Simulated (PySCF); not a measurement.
## Calculated data, BH8NSi2

Calculation on a computer-drawn molecule: the log of a Hartree-Fock and frozen-core CCSD(T) single point meant for a local Hartree-Fock minimum, with one planted fault or none, to be diagnosed. Offsets are logged minus clean, where the clean run is the same molecule without the fault. The reference is restricted for singlets and unrestricted otherwise, and also for a bond in bohr or an excited solution. Adding or removing an electron swaps singlet and doublet. The excited solution moves the top pair (singlet) or top alpha electron (doublet) to the lowest empty orbital. Highest occupied and lowest empty are orbital energies over both spins, largest force is the largest gradient component, triples share is (T) over the correlation energy, the T1 limit is 0.02 restricted and 0.045 unrestricted, electrons count all cores, a negative frequency is imaginary (commonest isotopes), and the dipole is about the centre of nuclear charge. Program: PySCF 2.14.0.

```xyz
12
formula=BH8NSi2 meant_charge=0 meant_multiplicity=1 meant_basis=cc-pV(D+d)Z logged_electrons=49 logged_basis_functions=114 logged_SCF_converged=yes logged_spin_squared=0.7604 logged_highest_occupied=1.3042 logged_lowest_empty=8.4889 logged_largest_force=0.059842 logged_T1_diagnostic=0.016076 logged_D1_diagnostic=0.068582 logged_triples_share=0.027973 logged_CC_converged=yes logged_dipole_magnitude=2.29 logged_SCF_stable_within_its_kind=yes logged_energy_HF=-661.61783 logged_energy_CCSD(T)=-662.18321 possible_faults=no_fault,one_electron_removed,one_electron_added,multiplicity_raised_by_two,geometry_at_a_saddle_point,SCF_held_on_an_excited_solution,minimal_basis_STO-3G,one_bond_length_entered_in_bohr,all_coordinates_scaled
N      0.4597    -2.3219    -0.9864
B      1.0632    -1.4330    -0.1077
Si     0.1966     0.3516     0.3856
Si    -0.3947     0.4393     2.6800
H     -0.4131    -2.1476    -1.4404
H      0.8657    -3.2022    -1.2309
H      2.1195    -1.7534     0.3735
H      1.1311     1.4802     0.1225
H     -1.0386     0.6030    -0.4124
H      0.8029     0.2440     3.5354
H     -1.0066     1.7466     3.0255
H     -1.3723    -0.6303     3.0069
```

Units: logged_highest_occupied, logged_lowest_empty in eV; logged_largest_force in hartree/bohr; logged_dipole_magnitude in debye; logged_energy_HF, logged_energy_CCSD(T) in hartree.

Drawn bonds:
```
atom  other atom  order
   1           2      1
   2           3      1
   3           4      1
   1           5      1
   1           6      1
   2           7      1
   3           8      1
   3           9      1
   4          10      1
   4          11      1
   4          12      1
```

Notes: highest electron not bound in this basis.

**Q.** Which fault was planted in the run of BH8NSi2?
**A.** one electron added

Further results for BH8NSi2:

* HF energy offset from clean run: 49.99 kcal/mol
* CCSD(T) energy offset from clean run: 38.74 kcal/mol
